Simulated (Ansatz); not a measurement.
All numbers were calculated with Ansatz.

A structure relaxed at PBE0-D4/def2-TZVP, charge 0, multiplicity 1:

```
atom    x (Å)    y (Å)    z (Å)
  F1   1.8121   0.6886   1.1199
  C2   0.7112   0.2592   0.5131
  C3   0.4429   0.3294  -0.8043
  O4  -0.7898  -0.2015  -1.1483
 Al5  -0.9965  -0.5543   0.5597
  F6  -2.2255  -1.2562   1.3728
  H7   1.0456   0.7348  -1.6129
```

(1) Give its formula and SMILES.

(2) Point group (tolerance 0.08 Å, 0.16 Å for H)?

(3) Summarise the bond lengths by kind.

## Answers

(1) C2HAlF2O, `F[C]1=C[O][Al]1[F]`.

(2) Cs.

(3) 1 × C–F 1.328 Å; 1 × C–C 1.346 Å; 1 × Al–C 1.892 Å; 1 × C–O 1.386 Å; 1 × C–H 1.087 Å; 1 × Al–O 1.756 Å; 1 × Al–F 1.632 Å.
